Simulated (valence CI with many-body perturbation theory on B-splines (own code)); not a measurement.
Values are calculated unless marked as measured or tabulated.
**Eu²⁹⁺: magnetic and hyperfine properties of the levels**

Level of theory: valence CI with perturbative core correlation (CI+MBPT): six valence electrons over a frozen Dirac-Fock core [Ar] 3d10, radial functions for each j: 9 s, 9 p, 8 d, 6 f, 3 g, 1 h, with the one-electron correlation potential Σ1 (screened to all orders), the two-electron term Σ2, the three-electron term Σ3, Breit, model QED; selected single and double excitations, second order for the rest, scaled by the run's own slope (own B-spline code, finite nucleus).

No measured spectrum was set against this ion. As an estimate, large intervals hold to a few tenths of a per cent, small ones and those within an open d or f shell to about a per cent. Among the levels kept, up to 630 cm⁻¹ of a level comes from second order outside the variational space, and about a tenth of that is noise between levels of different J, which matters for small intervals.

A/g_I is the dipole constant over the nuclear g factor μ/I (μ in nuclear magnetons, uniformly magnetised nucleus), B/Q the quadrupole constant per barn. Both hold the static response of the core; the bare values leave it out. Large factors of s and p1/2 electrons are usually good to 5 to 10 %; those of open d and f shells near neutrality can be off by tens of per cent, and small factors of p3/2, d and f electrons come from cancelling terms and can be off by a factor of two or in sign, in half-filled shells by more. B is blank for J = 1/2, where it vanishes, and for nearly pure S terms. Energies count from the lowest level. Levels with J = 0 are left out.

Levels are named by their leading jj configuration (3d3/2^4 stands for four electrons in 3d with j = 3/2), which in mixed levels can hold well under half, so a name can repeat and another be missing. Letters in brackets count levels of one name in rising energy.

| Level | E (eV) | g | A/g_I (MHz) | A/g_I bare | B/Q (MHz/b) | B/Q bare |
| --- | --- | --- | --- | --- | --- | --- |
| (4s^2 4p1/2^2 4p3/2^2) J=2 | 0.00 | 1.359 | 27500 | 26200 | 10400 | 9980 |
| (4s^2 4p1/2 4p3/2^3) J=1 | 37.33 | 1.499 | -15200 | -14900 | -27000 | -25900 |
| (4s^2 4p1/2 4p3/2^3) J=2 | 40.93 | 1.136 | 72000 | 69200 | -64700 | -62000 |
| (4s 4p1/2^2 4p3/2^3) J=2 | 107.35 | 1.480 | 146000 | 141000 | -43600 | -41900 |
| (4s^2 4p1/2^2 4p3/2 4d3/2) J=1 | 111.90 | 1.211 | -32800 | -31500 | -11200 | -10800 |
| (4s^2 4p1/2^2 4p3/2 4d3/2) J=2 | 115.08 | 1.033 | 26200 | 25200 | -8920 | -8530 |
| (4s^2 4p1/2^2 4p3/2 4d3/2) J=3 | 116.86 | 1.176 | 18500 | 17900 | 40200 | 38700 |
| (4s^2 4p1/2^2 4p3/2 4d5/2) J=4 | 123.72 | 1.294 | 12400 | 12000 | 46300 | 44600 |
| (4s 4p1/2^2 4p3/2^3) J=1 | 123.77 | 1.323 | -37600 | -36000 | -17100 | -16500 |
| (4s^2 4p1/2^2 4p3/2 4d5/2) J=2 | 129.00 | 1.308 | 24800 | 24100 | -32800 | -31500 |
| (4s^2 4p1/2^2 4p3/2 4d5/2) J=3 | 133.16 | 1.130 | 12700 | 12400 | 19000 | 18300 |
| (4s^2 4p1/2^2 4p3/2 4d5/2) J=1 | 137.61 | 0.882 | -7540 | -6620 | 6720 | 6490 |
| (4s^2 4p1/2 4p3/2^2 4d3/2) J=1 [a] | 147.01 | 1.120 | 148000 | 142000 | -10000 | -9660 |
| (4s^2 4p1/2 4p3/2^2 4d3/2) J=2 [a] | 148.89 | 1.022 | 42400 | 40900 | -34900 | -33500 |
| (4s^2 4p1/2 4p3/2^2 4d3/2) J=3 [a] | 151.40 | 1.116 | 41800 | 40400 | -12700 | -12100 |
| (4s^2 4p1/2 4p3/2^2 4d5/2) J=1 [a] | 152.85 | 0.891 | 174000 | 167000 | -13000 | -12400 |
| (4s^2 4p1/2 4p3/2^2 4d3/2) J=4 | 155.06 | 1.085 | 42800 | 41300 | 6650 | 6500 |
| (4s^2 4p1/2 4p3/2^2 4d5/2) J=3 [a] | 156.68 | 1.325 | -7040 | -6650 | 13000 | 12500 |
| (4s^2 4p1/2 4p3/2^2 4d5/2) J=4 [a] | 157.66 | 1.273 | 496 | 616 | 32900 | 31700 |
| (4s^2 4p1/2 4p3/2^2 4d3/2) J=2 [b] | 159.08 | 0.868 | 54200 | 52500 | 27900 | 26900 |
| (4s^2 4p1/2 4p3/2^2 4d5/2) J=4 [b] | 161.70 | 1.168 | 36300 | 35000 | -4150 | -3900 |
| (4s^2 4p1/2 4p3/2^2 4d5/2) J=5 | 163.04 | 1.198 | 34000 | 32800 | 11300 | 11000 |
| (4s^2 4p1/2 4p3/2^2 4d3/2) J=1 [b] | 165.04 | 1.351 | 47600 | 45900 | 11000 | 10600 |
| (4s^2 4p1/2 4p3/2^2 4d3/2) J=2 [c] | 166.62 | 1.304 | 33000 | 31800 | 9340 | 8900 |
| (4s^2 4p1/2 4p3/2^2 4d3/2) J=3 [b] | 167.98 | 1.196 | 9370 | 9080 | 2850 | 2820 |
| (4s^2 4p1/2 4p3/2^2 4d5/2) J=2 [a] | 169.08 | 1.253 | -22600 | -21500 | 44000 | 42300 |
| (4s^2 4p1/2 4p3/2^2 4d3/2) J=1 [c] | 171.23 | 1.164 | 10200 | 9900 | -21200 | -20300 |
| (4s^2 4p1/2 4p3/2^2 4d5/2) J=3 [b] | 171.65 | 1.134 | 38500 | 37300 | 47900 | 46100 |
| (4s^2 4p1/2 4p3/2^2 4d5/2) J=2 [b] | 173.97 | 1.060 | 40500 | 39200 | 7100 | 6840 |
| (4s^2 4p1/2 4p3/2^2 4d3/2) J=1 [d] | 175.27 | 1.239 | 71200 | 68800 | 10700 | 10300 |
| (4s^2 4p1/2 4p3/2^2 4d5/2) J=3 [c] | 176.92 | 1.046 | 40200 | 38800 | -25200 | -24100 |
| (4s^2 4p1/2 4p3/2^2 4d5/2) J=1 [b] | 179.24 | 1.149 | 23800 | 23200 | -2340 | -2240 |
| (4s^2 4p1/2 4p3/2^2 4d5/2) J=2 [c] | 181.25 | 1.185 | 1070 | 1120 | -39100 | -37500 |

Question: Take the isotope of mass number 151, with I = 5/2, μ = 3.4635 μN and Q = 0.903 b. What is the hyperfine structure of (4s^2 4p1/2^2 4p3/2 4d3/2) J=2?

Answer: From the table A = 36300 MHz, B = -8050 MHz. Shifts from the centre of gravity in MHz: F = 1/2: -260000, F = 3/2: -202000, F = 5/2: -107000, F = 7/2: 21600, F = 9/2: 179000.
